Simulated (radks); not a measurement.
Spherical quantum dot in the effective-mass picture: electrons in a hard-walled sphere of radius 3.95, with a point charge +1 (a donor) at the centre, all in effective atomic units (hartree* = m*/eps^2 hartree, bohr* = eps/m* bohr), one dielectric constant everywhere. Method: non-relativistic Kohn-Sham, exchange-only LDA, spin-polarised, spherical densities; computed with a radial shooting solver with Libxc functionals. Levels are named by radial order and angular momentum (1s, 1p, 1d, 2s, ...), and open shells are averaged over m. Results are scaled to m* = 0.529 and eps = 7.8, for which hartree* = 236.6 meV and bohr* = 0.7803 nm.

N = 12, configuration 1s2 1p6 1d(up 4, down 0). This is the lowest configuration that the search found. Occupied and some empty levels:

level    occupation  eigenvalue (meV)  <r> (nm)
1s up             1            902.11     1.721
1s down           1            918.15     1.640
1p up             3            963.21     2.025
1p down           3            984.91     2.010
1d up             4            1042.2     2.139
1d down           0            1065.3     2.134
2s up             0            1070.1     1.309
2s down           0            1077.3     1.361
1f up             0            1144.4     2.219
1f down           0            1168.1     2.218
2p up             0            1274.3     1.571
2p down           0            1285.7     1.567

Energy (meV): total 6127.39, kinetic 2236.6, external -1237.2, Hartree 5995.3, exchange-correlation -867.29.

Electron density:

r (nm)  n(r) (e/nm^3)
0.0826         0.2918
0.236          0.2062
0.390          0.1553
0.544          0.1270
0.697          0.1135
0.850          0.1105
1.00           0.1150
1.16           0.1253
1.31           0.1394
1.47           0.1556
1.62           0.1712
1.77           0.1830
1.93           0.1872
2.08           0.1805
2.23           0.1608
2.39           0.1289
2.54          0.08941
2.70          0.04977
2.85          0.01858
3.00         0.002114
